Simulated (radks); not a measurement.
All-electron atom: Zr I in [Kr] 4d2 5s2. Calculated with a radial shooting solver on a logarithmic mesh with Libxc functionals: Dirac Kohn-Sham, LDA (Slater exchange, Perdew-Wang correlation), spin-unpolarised, spherical densities, finite nucleus; open shells are shared between the two j in proportion to 2j + 1; Fermi nuclear charge, rms radius 4.2694 fm. Some entries of the table are withheld. Estimate them.

orbital,occ.,eigenvalue (Ry),<r> (bohr)
1s1/2,2,-1307.597,0.03711
2s1/2,2,-181.1898,0.1625
2p1/2,2,-165.9902,0.1387
2p3/2,4,-159.6909,0.1431
3s1/2,2,-29.64933,0.4592
3p1/2,2,-23.98763,0.4555
3p3/2,4,-22.98322,0.4661
3d3/2,4,(1),0.4508
3d5/2,6,(2),0.4543
4s1/2,2,-4.00513,1.212
4p1/2,2,(3),(4)
4p3/2,4,(5),(6)
5s1/2,2,(7),3.695
4d3/2,0.8,-0.28030,(8)
4d5/2,1.2,-0.27076,(9)

Answer. 
(1) 3d3/2 eigenvalue (Ry): -12.95949
(2) 3d5/2 eigenvalue (Ry): -12.77583
(3) 4p1/2 eigenvalue (Ry): -2.47867
(4) 4p1/2 <r> (bohr): 1.347
(5) 4p3/2 eigenvalue (Ry): -2.34599
(6) 4p3/2 <r> (bohr): 1.380
(7) 5s1/2 eigenvalue (Ry): -0.33724
(8) 4d3/2 <r> (bohr): 2.279
(9) 4d5/2 <r> (bohr): 2.308
